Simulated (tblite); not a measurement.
Record of a relaxation.

Compound: C₆H₁₀ClNSi.
Numbering: `[CH2:1]=[N:2][C@:3]1([CH3:4])[CH:5]=[C:6]([Cl:7])[CH2:8][SiH2:9]1` (hydrogens: H10, H11 on C1; H12, H13, H14 on C4; H15 on C5; H16, H17 on C8; H18, H19 on Si9)

Computed with GFN2-xTB (tblite), gas phase: L-BFGS steps from a force-field or distance-geometry start until the largest atomic force falls under 0.01 eV/Å. 9 of its 97 geometries are shown.

Step 0: E = -736.5014 eV, largest atomic force 5.006 eV/Å
```
atom  x, y, z in Å  |  force x, y, z in eV/Å
C1     -1.788   -1.553    0.270    0.380   0.604   0.640
N2     -1.027   -0.729    0.871   -1.403  -1.480   0.523
C3     -0.435    0.337    0.132   -0.631   0.704  -0.243
C4     -1.435    1.415   -0.237   -1.306   0.476   1.061
C5      0.235   -0.269   -1.015   -3.039   0.537  -3.941
C6      1.428   -0.702   -0.883    3.466  -1.224  -0.224
Cl7     2.363   -1.459   -2.211   -0.500   0.366   0.801
C8      2.045   -0.526    0.461   -0.679  -0.275   0.325
Si9     1.069    1.000    1.007    0.767   0.300   1.169
H10    -2.257   -2.383    0.829    0.443   0.642  -0.374
H11    -2.019   -1.440   -0.798   -0.147  -0.333   0.232
H12    -1.595    2.031    0.686    0.087  -0.280  -0.760
H13    -2.447    0.971   -0.431    0.884   0.427  -0.390
H14    -1.080    2.089   -1.026   -0.235  -0.494   0.161
H15    -0.311   -0.331   -2.005    0.562  -0.030   1.132
H16     3.106   -0.378    0.478    0.374  -0.539  -0.017
H17     1.651   -1.353    1.091    0.930   0.220  -0.213
H18     1.563    2.183    0.330    0.067   0.292  -0.069
H19     0.922    1.107    2.445   -0.022   0.088   0.186
```

Step 12: E = -737.0905 eV, largest atomic force 0.198 eV/Å
```
atom  x, y, z in Å  |  force x, y, z in eV/Å
C1     -1.805   -1.540    0.301    0.021   0.074   0.072
N2     -1.078   -0.699    0.879   -0.063   0.111  -0.032
C3     -0.460    0.373    0.097    0.105  -0.038   0.056
C4     -1.497    1.449   -0.230    0.107  -0.152   0.068
C5      0.216   -0.225   -1.116   -0.113   0.009  -0.081
C6      1.440   -0.689   -0.903    0.058  -0.067   0.029
Cl7     2.393   -1.464   -2.116   -0.024  -0.059  -0.134
C8      2.060   -0.539    0.447   -0.021  -0.032   0.025
Si9     1.087    0.973    1.083   -0.040   0.011   0.009
H10    -2.244   -2.333    0.888   -0.011  -0.001   0.045
H11    -2.043   -1.534   -0.767    0.005  -0.075   0.021
H12    -1.686    2.050    0.657   -0.003   0.028  -0.074
H13    -2.443    0.997   -0.528    0.049   0.029  -0.156
H14    -1.116    2.085   -1.027   -0.086   0.021   0.058
H15    -0.299   -0.329   -2.058   -0.007   0.060  -0.008
H16     3.144   -0.487    0.376   -0.013   0.179   0.032
H17     1.828   -1.416    1.054    0.005  -0.013  -0.009
H18     1.570    2.198    0.437    0.055   0.020   0.045
H19     0.923    1.138    2.519   -0.024  -0.105   0.034
```

Step 24: E = -737.1884 eV, largest atomic force 0.174 eV/Å
```
atom  x, y, z in Å  |  force x, y, z in eV/Å
C1     -1.802   -1.524    0.414   -0.075   0.021  -0.013
N2     -1.147   -0.572    0.893    0.028  -0.045   0.011
C3     -0.463    0.404    0.056   -0.047   0.121   0.055
C4     -1.483    1.467   -0.325   -0.107   0.081  -0.005
C5      0.204   -0.206   -1.148    0.022  -0.103   0.120
C6      1.415   -0.704   -0.932   -0.085   0.066  -0.044
Cl7     2.296   -1.527   -2.169    0.122  -0.058  -0.080
C8      2.064   -0.531    0.401    0.071   0.050   0.037
Si9     1.045    0.908    1.135    0.141   0.069   0.074
H10    -2.290   -2.201    1.104    0.028   0.023  -0.016
H11    -1.958   -1.727   -0.651    0.118  -0.023   0.039
H12    -1.832    1.982    0.569    0.033   0.031  -0.071
H13    -2.348    0.985   -0.787    0.042   0.095  -0.074
H14    -1.061    2.192   -1.022   -0.002  -0.086   0.137
H15    -0.301   -0.246   -2.099   -0.037  -0.102  -0.011
H16     3.123   -0.300    0.304    0.059  -0.001  -0.140
H17     2.016   -1.453    0.981   -0.128  -0.016   0.019
H18     1.656    2.172    0.690   -0.093  -0.038   0.009
H19     0.855    0.891    2.579   -0.089  -0.084  -0.047
```

Step 36: E = -737.2648 eV, largest atomic force 0.174 eV/Å
```
atom  x, y, z in Å  |  force x, y, z in eV/Å
C1     -1.764   -1.518    0.517   -0.054   0.073  -0.052
N2     -1.241   -0.456    0.927   -0.018  -0.034  -0.170
C3     -0.482    0.428    0.057   -0.011  -0.104  -0.022
C4     -1.442    1.530   -0.382    0.008  -0.057   0.002
C5      0.150   -0.258   -1.134   -0.059   0.020  -0.004
C6      1.389   -0.699   -0.968    0.037   0.015   0.010
Cl7     2.269   -1.542   -2.212   -0.108   0.068   0.081
C8      2.097   -0.477    0.331   -0.047  -0.066  -0.060
Si9     1.028    0.876    1.165    0.009  -0.135  -0.014
H10    -2.329   -2.112    1.226    0.074   0.030  -0.063
H11    -1.728   -1.884   -0.516    0.069  -0.054   0.148
H12    -1.937    1.970    0.479    0.082   0.033   0.048
H13    -2.211    1.088   -1.015   -0.042   0.062  -0.076
H14    -0.924    2.305   -0.940    0.037  -0.015   0.030
H15    -0.406   -0.376   -2.054    0.046  -0.021   0.084
H16     3.147   -0.237    0.161   -0.092   0.054   0.027
H17     2.078   -1.403    0.909    0.035   0.021  -0.003
H18     1.601    2.195    0.890   -0.048   0.015   0.037
H19     0.695    0.581    2.554    0.082   0.096  -0.002
```

Step 48: E = -737.3568 eV, largest atomic force 0.223 eV/Å
```
atom  x, y, z in Å  |  force x, y, z in eV/Å
C1     -1.709   -1.575    0.618   -0.140  -0.084   0.024
N2     -1.471   -0.364    0.810   -0.072   0.198   0.009
C3     -0.568    0.403    0.012    0.113   0.101  -0.028
C4     -1.334    1.646   -0.453    0.057  -0.020   0.038
C5      0.065   -0.335   -1.143    0.005  -0.018   0.046
C6      1.325   -0.720   -1.010   -0.078   0.056  -0.051
Cl7     2.158   -1.561   -2.289    0.017   0.006   0.148
C8      2.075   -0.430    0.250   -0.024  -0.011  -0.028
Si9     0.922    0.763    1.200    0.046   0.055  -0.022
H10    -2.404   -2.043    1.294   -0.093  -0.174   0.104
H11    -1.302   -2.191   -0.181    0.129  -0.102  -0.073
H12    -1.921    2.018    0.383    0.036   0.072  -0.035
H13    -2.013    1.402   -1.268   -0.053  -0.111   0.015
H14    -0.661    2.421   -0.806    0.074   0.015   0.051
H15    -0.532   -0.575   -2.010    0.018   0.111  -0.019
H16     3.066   -0.031    0.040    0.005   0.021  -0.049
H17     2.227   -1.358    0.802    0.034  -0.035  -0.016
H18     1.381    2.152    1.157   -0.009   0.017  -0.116
H19     0.687    0.386    2.588   -0.066  -0.098   0.003
```

Step 60: E = -737.3930 eV, largest atomic force 0.065 eV/Å
```
atom  x, y, z in Å  |  force x, y, z in eV/Å
C1     -1.706   -1.607    0.645   -0.013   0.008  -0.002
N2     -1.567   -0.367    0.756    0.024   0.037   0.017
C3     -0.604    0.394    0.021    0.009  -0.008  -0.015
C4     -1.291    1.676   -0.451    0.009   0.000  -0.023
C5      0.035   -0.333   -1.136    0.023   0.037  -0.025
C6      1.296   -0.711   -1.011    0.017  -0.047   0.009
Cl7     2.143   -1.582   -2.252   -0.004  -0.007  -0.039
C8      2.063   -0.413    0.235    0.000   0.018  -0.003
Si9     0.890    0.735    1.209   -0.008  -0.020   0.037
H10    -2.445   -2.083    1.277    0.009  -0.017  -0.024
H11    -1.149   -2.256   -0.038    0.014   0.019   0.034
H12    -1.871    2.094    0.368    0.022   0.009  -0.034
H13    -1.960    1.461   -1.283   -0.054  -0.009   0.035
H14    -0.556    2.405   -0.785   -0.012   0.001   0.003
H15    -0.560   -0.538   -2.014    0.001  -0.006   0.012
H16     3.025    0.041   -0.008   -0.026  -0.023  -0.002
H17     2.282   -1.344    0.761    0.019   0.015   0.002
H18     1.308    2.135    1.116   -0.001  -0.003   0.019
H19     0.658    0.300    2.582   -0.028  -0.004  -0.002
```

Step 72: E = -737.4000 eV, largest atomic force 0.042 eV/Å
```
atom  x, y, z in Å  |  force x, y, z in eV/Å
C1     -1.687   -1.595    0.663    0.003  -0.006   0.001
N2     -1.589   -0.347    0.734    0.001  -0.028  -0.014
C3     -0.606    0.402    0.013    0.001   0.010   0.005
C4     -1.282    1.688   -0.464   -0.006  -0.004  -0.007
C5      0.032   -0.331   -1.140    0.001   0.014  -0.003
C6      1.287   -0.725   -1.011    0.000   0.002  -0.006
Cl7     2.116   -1.597   -2.265    0.028  -0.011   0.018
C8      2.063   -0.412    0.227   -0.007  -0.015   0.002
Si9     0.875    0.705    1.222   -0.003   0.027  -0.015
H10    -2.447   -2.074    1.263    0.006  -0.011   0.009
H11    -1.064   -2.244    0.041   -0.016  -0.006   0.005
H12    -1.831    2.134    0.360    0.022   0.006   0.003
H13    -1.986    1.460   -1.262   -0.030   0.024  -0.017
H14    -0.548    2.398   -0.836    0.004  -0.003  -0.020
H15    -0.559   -0.535   -2.021   -0.027  -0.001   0.016
H16     3.004    0.070   -0.038    0.005   0.001   0.022
H17     2.325   -1.332    0.752   -0.005   0.004  -0.030
H18     1.294    2.107    1.180    0.012   0.019   0.021
H19     0.594    0.237    2.574    0.012  -0.022   0.013
```

Step 84: E = -737.4031 eV, largest atomic force 0.024 eV/Å
```
atom  x, y, z in Å  |  force x, y, z in eV/Å
C1     -1.675   -1.596    0.668    0.002  -0.006  -0.004
N2     -1.598   -0.346    0.717   -0.003  -0.013   0.001
C3     -0.611    0.407    0.004   -0.001  -0.009  -0.001
C4     -1.280    1.696   -0.473    0.000   0.000  -0.007
C5      0.028   -0.328   -1.148    0.007  -0.003   0.002
C6      1.284   -0.719   -1.018    0.008  -0.005   0.014
Cl7     2.122   -1.612   -2.252   -0.011   0.011  -0.004
C8      2.057   -0.403    0.222    0.006   0.014   0.005
Si9     0.864    0.701    1.226    0.015   0.001  -0.002
H10    -2.439   -2.078    1.261   -0.005   0.009   0.016
H11    -1.032   -2.250    0.072    0.001   0.005  -0.012
H12    -1.787    2.170    0.363    0.017   0.012  -0.007
H13    -2.020    1.474   -1.242   -0.005  -0.005   0.002
H14    -0.544    2.381   -0.887   -0.003   0.002   0.003
H15    -0.573   -0.543   -2.018    0.010   0.004  -0.001
H16     2.998    0.087   -0.034   -0.021  -0.010  -0.005
H17     2.324   -1.327    0.738   -0.001   0.002   0.000
H18     1.292    2.102    1.229   -0.017  -0.007  -0.001
H19     0.582    0.194    2.564    0.001  -0.002   0.003
```

Step 96: E = -737.4039 eV, largest atomic force 0.009 eV/Å
```
atom  x, y, z in Å  |  force x, y, z in eV/Å
C1     -1.676   -1.599    0.663   -0.002  -0.004   0.000
N2     -1.593   -0.349    0.721    0.001   0.000   0.003
C3     -0.611    0.406    0.004    0.000   0.001   0.004
C4     -1.281    1.694   -0.474    0.000  -0.002   0.000
C5      0.031   -0.326   -1.147   -0.001   0.000   0.002
C6      1.286   -0.719   -1.013    0.000   0.006  -0.007
Cl7     2.126   -1.604   -2.252    0.004   0.000  -0.001
C8      2.057   -0.404    0.228   -0.001  -0.003  -0.003
Si9     0.863    0.703    1.227   -0.002  -0.007   0.002
H10    -2.432   -2.082    1.266   -0.005   0.003   0.002
H11    -1.045   -2.249    0.051    0.000   0.000  -0.002
H12    -1.757    2.190    0.368    0.005   0.001  -0.003
H13    -2.046    1.468   -1.216    0.002  -0.002  -0.001
H14    -0.549    2.363   -0.920   -0.001  -0.004   0.001
H15    -0.564   -0.536   -2.023   -0.004  -0.001   0.000
H16     2.998    0.081   -0.029    0.003   0.002   0.004
H17     2.318   -1.328    0.747    0.004   0.004  -0.004
H18     1.277    2.107    1.227    0.002   0.000   0.001
H19     0.586    0.193    2.566   -0.004   0.006   0.000
```

Q: Summarise the path.

A: The energy falls by 20.81 kcal/mol from step 0 to step 96; nine tenths of that is first reached at step 44. It rises by more than 0.2 meV at step 49. The largest force goes from 5.006 to 0.009 eV/Å. Among the bonds C3–Si9 changes most, from 1.862 to 1.938 Å; the atoms move by 0.668 Å rms after alignment.

The cost below is that of the whole relaxation. The run took 0.98 s on one thread of an Arm Neoverse V1, on a shared host.
